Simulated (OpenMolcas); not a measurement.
## Zr²⁺: terms and fine structure

```
Program             : OpenMolcas
Method              : SS-CASPT2, IPEA 0.25 Eh, imaginary shift 0.1 Eh (closed shells correlated: 4s 4p)
Basis               : ANO-RCC-VTZP [7s6p4d2f1g]
Scalar Hamiltonian  : DKH2, point nucleus
Active space        : 2 electrons in 6 orbitals (4d 5s)
State averaging     : 2S+1 = 3 even, 15 roots; 2S+1 = 1 even, 21 roots
Spin-orbit coupling : RASSI with atomic mean-field integrals over the reference wave functions, term energies averaged over their components
```

Spin-free terms above the lowest, with the occupations of the reference:

```
Configuration  Term  E (cm-1)      Occupations
          4d2    3F       0.0          4d 2.00
          4d2    1D      4730  4d 1.90 5s 0.10
          4d2    3P      8200          4d 2.00
          4d2    1G     10740          4d 2.00
        4d 5s    3D     18220  4d 1.00 5s 1.00
          4d2    1S     23080  4d 1.79 5s 0.21
        4d 5s    1D     23930  4d 1.10 5s 0.90
          5s2    1S     48980  4d 0.21 5s 1.79
```

With spin-orbit coupling, above the lowest level:

```json
{"Configuration": "4d2", "Term": "3F", "J": "2", "E (cm-1)": "0.0", "Measured (cm-1)": "0.0", "Term weight %": "99"}
{"Configuration": "4d2", "Term": "3F", "J": "3", "E (cm-1)": "699", "Measured (cm-1)": "681", "Term weight %": "100"}
{"Configuration": "4d2", "Term": "3F", "J": "4", "E (cm-1)": "1523", "Measured (cm-1)": "1486", "Term weight %": "100"}
{"Configuration": "4d2", "Term": "1D", "J": "2", "E (cm-1)": "5620", "Measured (cm-1)": "5742", "Term weight %": "96"}
{"Configuration": "4d2", "Term": "3P", "J": "0", "E (cm-1)": "8630", "Measured (cm-1)": "8062", "Term weight %": "100"}
{"Configuration": "4d2", "Term": "3P", "J": "1", "E (cm-1)": "8900", "Measured (cm-1)": "8326", "Term weight %": "100"}
{"Configuration": "4d2", "Term": "3P", "J": "2", "E (cm-1)": "9410", "Measured (cm-1)": "8838", "Term weight %": "98"}
{"Configuration": "4d2", "Term": "1G", "J": "4", "E (cm-1)": "11670", "Measured (cm-1)": "11049", "Term weight %": "100"}
{"Configuration": "4d 5s", "Term": "3D", "J": "1", "E (cm-1)": "18500", "Measured (cm-1)": "18399", "Term weight %": "100"}
{"Configuration": "4d 5s", "Term": "3D", "J": "2", "E (cm-1)": "18890", "Measured (cm-1)": "18803", "Term weight %": "99"}
{"Configuration": "4d 5s", "Term": "3D", "J": "3", "E (cm-1)": "19550", "Measured (cm-1)": "", "Term weight %": "100"}
{"Configuration": "4d2", "Term": "1S", "J": "0", "E (cm-1)": "24050", "Measured (cm-1)": "23979", "Term weight %": "100"}
{"Configuration": "4d 5s", "Term": "1D", "J": "2", "E (cm-1)": "24880", "Measured (cm-1)": "25066", "Term weight %": "99"}
{"Configuration": "5s2", "Term": "1S", "J": "0", "E (cm-1)": "49900", "Measured (cm-1)": "48507", "Term weight %": "100"}
```

Against the 12 measured excited levels shown (Moore, Atomic Energy Levels, vol. II, NSRDS-NBS 35 (1971 reprint of NBS Circular 467, 1952); NIST levels as listed in Rynkun, Gaigalas and Jonsson, Astron. Astrophys. 637, A10 (2020)) the mean absolute deviation is 360 cm-1; the largest miss in energy is 5s2 1S0: computed 49900, measured 48507 cm-1 (+2.9 %), and the largest in proportion 4d2 3P0 (+7.0 %).

Spin-orbit coupling puts the lowest level 910 cm-1 below the lowest spin-free term.

For 3F the intervals divided by the larger J are 233.2, 205.9 cm-1. Landé's interval rule makes them equal in pure LS coupling; they differ by 12 % of their mean. The multiplet is regular.

Term energies are means over components that CASPT2 splits; among the terms shown or strongly mixed into the levels shown the widest spread is 510 cm-1 (4d2 1G). A single d shell beside an s shell can misplace configurations of different d count against each other. Measured partners are found by configuration, term and J. A level has none where our copy of the source lacks it or the pairing is in doubt (some pairs that miss far off the trend of their configuration count as doubtful), and it then counts in no deviation. Levels of configurations outside the active space are missing.

The term weight is that of the spin-free term in the level, not the purity of its configuration.
